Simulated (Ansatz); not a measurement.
Relaxation of CH5B2FSSi (11 atoms, charge 0, multiplicity 1), to a largest force component of 0.02 eV/Å in at most 40 steps.

Method: UKS PBE0/STO-3G (Ansatz 0.2.0).

```xyz
11
Properties=species:S:1:pos:R:3:forces:R:3
F -0.896 1.167 2.275 3.31 -0.09 -1.53
B 0.144 0.790 1.415 -3.78 2.14 0.37
Si 0.254 -1.063 0.955 3.79 -0.60 0.95
B 0.232 -0.705 -0.920 -2.88 -0.19 -0.50
C -0.101 0.806 -1.301 1.01 -0.53 1.87
S 0.660 1.915 -0.024 -0.57 -0.34 1.30
H 1.616 -1.631 1.348 -1.71 0.37 -0.25
H -0.832 -1.812 1.450 -0.62 -0.90 0.21
H -0.151 -1.560 -1.620 0.73 -0.03 -0.83
H 0.346 1.037 -2.251 -0.03 0.61 -1.17
H -1.206 1.001 -1.305 0.75 -0.43 -0.42
```

Problem. Where does it end, and by what steps?

Solution. It converged. The force dipped under the threshold on the way, but the program's further checks kept it going. Limits of this set-up: minimal basis. After 12 steps the energy has fallen by 1.809 eV; F1 moved furthest, 1.01 Å.

```json
{"step": "0", "energy less start (eV)": "0.0000", "largest force component (eV/Å)": "3.792", "accepted": "yes"}
{"step": "1", "energy less start (eV)": "-0.9643", "largest force component (eV/Å)": "2.304", "accepted": "yes"}
{"step": "2", "energy less start (eV)": "-1.2712", "largest force component (eV/Å)": "2.320", "accepted": "yes"}
{"step": "3", "energy less start (eV)": "-1.4962", "largest force component (eV/Å)": "2.423", "accepted": "yes"}
{"step": "4", "energy less start (eV)": "-1.7088", "largest force component (eV/Å)": "1.082", "accepted": "yes"}
{"step": "5", "energy less start (eV)": "-1.7878", "largest force component (eV/Å)": "0.368", "accepted": "yes"}
{"step": "6", "energy less start (eV)": "-1.7997", "largest force component (eV/Å)": "0.244", "accepted": "yes"}
{"step": "7", "energy less start (eV)": "-1.7966", "largest force component (eV/Å)": "0.240", "accepted": "no"}
{"step": "8", "energy less start (eV)": "-1.8063", "largest force component (eV/Å)": "0.091", "accepted": "yes"}
{"step": "9", "energy less start (eV)": "-1.8079", "largest force component (eV/Å)": "0.019", "accepted": "yes"}
{"step": "10", "energy less start (eV)": "-1.8082", "largest force component (eV/Å)": "0.094", "accepted": "yes"}
{"step": "11", "energy less start (eV)": "-1.8081", "largest force component (eV/Å)": "0.100", "accepted": "no"}
{"step": "12", "energy less start (eV)": "-1.8089", "largest force component (eV/Å)": "0.008", "accepted": "yes"}
```

```xyz
11
Properties=species:S:1:pos:R:3
F 0.010 1.372 2.682
B -0.003 0.857 1.465
Si 0.171 -1.047 0.980
B 0.039 -0.765 -0.948
C -0.149 0.753 -1.322
S -0.195 1.952 0.070
H 1.427 -1.658 1.363
H -0.886 -1.900 1.484
H 0.081 -1.545 -1.826
H 0.651 1.059 -2.019
H -1.079 0.865 -1.908
```

Whether the end is a true minimum wasn't checked by a vibrational analysis.

The run took 96 s on 1 thread of Intel(R) Xeon(R) Platinum 8259CL CPU @ 2.50GHz (Skylake/Cascade Lake), with other jobs on the host, peak memory 0.22 GiB.
